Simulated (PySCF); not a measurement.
**How the method changes the constants of TaF**

State: ³Σ⁻ (triplet), unpaired electrons δ ↑↑. Set-up: Ta def2-TZVPP with ECP60, F def2-TZVPP; scalar-relativistic core potentials (PySCF 2.14). De refers to Ta (5d3 6s2) + F in their high-spin ground configurations, without counterpoise correction. The functionals are run spin-unrestricted. A positive dipole means Ta(−)F(+). Levels whose curve was spin-contaminated or gave no clean fit are not listed.

```json
{"Level": "ROHF", "Re (Å)": "1.822", "ωe (cm⁻¹)": "729", "De (eV)": "n/a", "μ (D)": "-1.69"}
{"Level": "ROHF-MP2", "Re (Å)": "1.802", "ωe (cm⁻¹)": "750", "De (eV)": "n/a", "μ (D)": "n/a"}
{"Level": "ROHF-SCS-MP2", "Re (Å)": "1.810", "ωe (cm⁻¹)": "740", "De (eV)": "n/a", "μ (D)": "n/a"}
{"Level": "ROHF-CCSD", "Re (Å)": "1.817", "ωe (cm⁻¹)": "726", "De (eV)": "5.85", "μ (D)": "n/a"}
{"Level": "ROHF-CCSD(T)", "Re (Å)": "1.819", "ωe (cm⁻¹)": "725", "De (eV)": "6.09", "μ (D)": "n/a"}
{"Level": "MN15", "Re (Å)": "1.805", "ωe (cm⁻¹)": "737", "De (eV)": "n/a", "μ (D)": "-1.15"}
```

The bond length runs from 1.802 Å (ROHF-MP2) to 1.822 Å (ROHF).

Correlated steps freeze 1 core orbital. De is left out where the level can put another filling of the metal’s s and d shells below the measured ground configuration, by anything from nothing to about 1 eV. These are scalar-relativistic numbers at best; spin–orbit coupling would shift them, the dissociation energy most. UHF is strongly spin-contaminated for TaF, so the ROHF reference used there is far from stable. The state is the lowest single determinant that the PBE0 search found; with open d or f shells the true ground state can be another one.
